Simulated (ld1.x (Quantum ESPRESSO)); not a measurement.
Cutoff test, magnesium (Mg), RRKJ

| Item | Value |
| --- | --- |
| Element | Mg (Z = 12) |
| Generator | ld1.x (Quantum ESPRESSO) 7.5 |
| Type | norm-conserving RRKJ (Kleinman–Bylander form) |
| Functional | PBE |
| Relativity | non-relativistic |
| Frozen core | [Ne] |
| Valence charge | 2 |
| Reference configuration | 3s1 3p0 (charge +1) |
| Partial waves | 3s (bound): rc 2.55 bohr; 3p (bound, empty): rc 1.85 bohr |
| Local potential | the p channel |
| Core correction | none |

The pseudo-atom Hamiltonian at the reference potential is diagonalised in spherical Bessel functions j_l(qr) that vanish at 20 bohr, with q² up to the cutoff. All-electron valence levels (Ry): 3s -0.8350, 3p -0.5184.

Question: How do the lowest levels (Ry) of each channel move with the cutoff, and are there ghosts?

Answer:

```
cutoff (Ry)      s #1     s #2     p #1     d #1     d #2     f #1    f #2  Σ f·Δε (mRy)
          8  -11.5648  -0.8253  -0.5062  -0.1957  -0.0628  -0.0565  0.0404           9.7
         10  -15.1061  -0.8320  -0.5062  -0.1958  -0.0629  -0.0565  0.0404           3.0
         12  -18.1146  -0.8342  -0.5065  -0.1958  -0.0629  -0.0565  0.0404           0.8
         15  -20.2080  -0.8349  -0.5084  -0.1958  -0.0629  -0.0565  0.0404           0.1
         18  -21.6093  -0.8350  -0.5106  -0.1958  -0.0629  -0.0565  0.0404           0.0
        400  -22.7657  -0.8350  -0.5184  -0.1960  -0.0630  -0.0565  0.0404           0.0
```

Result: ghost state, extra bound levels that the all-electron valence spectrum of the same l lacks: s at -309.7 eV (a true bound ghost makes a file unfit for plane-wave use); 10 mRy is reached at 8 Ry and 1 mRy at 12 Ry.

The cutoffs count occupied waves only; the empty 3p level needs 15 Ry at the loose tolerance. 1 of 5 tests not solved or not reliable.
